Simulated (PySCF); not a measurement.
**Exercise with solution: oscillator strength and radiative lifetime**

[(E)-2-silylethenyl]silane (C2H8Si2), SMILES [SiH3]/C=C/[SiH3].

Geometry: PBE0-D3(BJ)/def2-SVP.

TDDFT-CAM-B3LYP/def2-SVPD in PySCF 2.14.0 puts the first singlet state with f over 0.02 at 6.73 eV (vertical), with the transition dipole (-0.448, 1.911, 0.000) in atomic units.

### Question
Find the oscillator strength, the wavelength and the radiative lifetime that this transition would have in vacuum if emission retraced absorption.

### Answer

|μ|² = 3.8526 au, so |μ| = 4.99 D. ΔE = 6.73/27.211 = 0.2473 hartree. f = (2/3) ΔE |μ|² = 0.635 (the program prints 0.634).
λ = 1239.84/6.73 = 184 nm; ν = 54281 cm⁻¹.
Einstein's coefficient A = 0.6670 ν² f s⁻¹ (ν in cm⁻¹) = 1.2e9 s⁻¹, so τ = 1/A = 0.80 ns. This state is S2; the lower singlet has f = 0.000. The figure is the radiative limit of this one transition; relaxation, internal conversion, crossing to triplets and a medium change what is measured.
